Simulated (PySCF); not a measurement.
A structure optimised at PBE-D3(BJ)/def2-SVP, used in a PySCF frequency run:

```xyz
10

C      0.1529     2.7590     0.0000
C     -0.3080     1.4870     0.0000
C      0.5379     0.3077     0.0000
C      0.0639    -0.9555     0.0000
F      0.8208    -2.0419     0.0000
F     -1.2221    -1.2814     0.0000
H      1.2327     2.9798     0.0000
H     -0.5372     3.6152     0.0000
H     -1.3969     1.3090     0.0000
H      1.6326     0.4164     0.0000
```
Charge 0, spin multiplicity 1.

Problem. Write its SMILES, formula and point group.

Solution. C=CC=C(F)F, C4H4F2, Cs

Problem. What are its rotational constants (standard atomic weights)?

Solution. 9.6134, 1.9213, 1.6012 GHz
